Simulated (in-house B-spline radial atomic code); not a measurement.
Successive ionisation energies of caesium; each step leads to the configuration of the next row (after the last: [Kr] 4d3/2(4) 4d5/2(3)). Dirac energy differences include first-order Breit, QED and recoil terms. NIST's values go from ground level to ground level; the uncertainty of those that are theory runs from under 0.1 % in few-electron ions to several per cent in heavy many-electron ones. Computed with a B-spline radial code for spherical atoms: Dirac-Hartree-Fock, jj configuration that fills j = l - 1/2 first, finite nuclei.

A number in brackets counts the electrons of a j subshell.

| ion | configuration | ionisation energy (eV) | tabulated value (eV) | computed minus tabulated (eV) | highest orbital | largest mean radius (bohr) |
| --- | --- | --- | --- | --- | --- | --- |
| Cs7+ | [Kr] 4d10 5s2 | 108.34 | 110.1 | -1.76 | 5s1/2 | 1.569 |
| Cs8+ | [Kr] 4d10 5s1 | 123.76 | 125.61 | -1.85 | 5s1/2 | 1.5359 |
| Cs9+ | [Kr] 4d10 | 208.74 | 213.3 | -4.56 | 4d5/2 | 0.81642 |
| Cs10+ | [Kr] 4d3/2(4) 4d5/2(5) | 235.04 | 233 | 2.04 | 4d5/2 | 0.80129 |
| Cs11+ | [Kr] 4d3/2(4) 4d5/2(4) | 262.09 | 261 | 1.09 | 4d5/2 | 0.78735 |

Q: Where is the largest jump?

A: From Cs8+ to Cs9+, by a factor of 1.69 (123.76 to 208.74 eV); the highest orbital goes from 5s1/2 to 4d5/2.

Q: How far is this level of theory from the measured and semi-empirical values?

A: Over those 3 rows the differences run from -4.56 to -1.76 eV (mean absolute value 2.7 eV). The calculation leaves out correlation and, in open shells, the multiplet splittings that an average leaves out.
